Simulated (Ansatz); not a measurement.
```xyz
2

F    -0.431   -0.743    0.506
In    0.431    0.743   -0.506
```

The species carries charge 0 and has multiplicity 1. In: def2 effective core potential.

Question: List the ωB97M-V/def2-TZVPP orbital energies in eV (the Gaussian-basis code of Ansatz). (Best estimate.)

Answer: Computed: Occupied: -674.81, -130.99, -87.34, -87.34, -87.08, -32.62, -23.80, -23.80, -23.60, -23.60, -23.49, -13.65, -12.05, -12.05, -9.65. Lowest empty: -0.11, -0.11, 1.14, 3.06, 3.06, 4.35, 6.06, 6.16.
